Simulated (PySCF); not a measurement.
# MF4- across group 13

Level: PBE0, basis family def2-SVPD, no relativity.

Each entry is the lowest minimum that a search over a few typed start shapes (and spin states, where more than one is plausible) found, or that minimum re-optimised at the stated level; isomers with ligand–ligand bonds, or fragments after loss of a ligand pair, can lie lower. Open shells are unrestricted; no spin–orbit coupling; PySCF with density fitting.

```json
{"molecule": "BF₄⁻", "2S+1": "?", "point group": "?", "mean bond to the central atom (Å)": "?", "lowest ω (cm⁻¹)": "?", "polar-tensor charge of the central atom": "?", "gap (eV)": "?"}
{"molecule": "AlF₄⁻", "2S+1": "1", "point group": "Td", "mean bond to the central atom (Å)": "1.711", "lowest ω (cm⁻¹)": "193", "polar-tensor charge of the central atom": "1.97", "gap (eV)": "9.48"}
{"molecule": "GaF₄⁻", "2S+1": "1", "point group": "Td", "mean bond to the central atom (Å)": "1.796", "lowest ω (cm⁻¹)": "159", "polar-tensor charge of the central atom": "2.01", "gap (eV)": "9.41"}
```

Question: Fill in the row of BF₄⁻.

Answer: 2S+1: 1; point group: Td; mean bond to the central atom (Å): 1.409; lowest ω (cm⁻¹): 345; polar-tensor charge of the central atom: 1.88; gap (eV): 9.96.

The bond lengthens at every step; the largest change, 0.302 Å, falls between BF₄⁻ and AlF₄⁻ among the members listed.

Left out of the table are members whose search was unfinished or whose lowest solution was spin-contaminated, unstable, very soft or bonded differently.
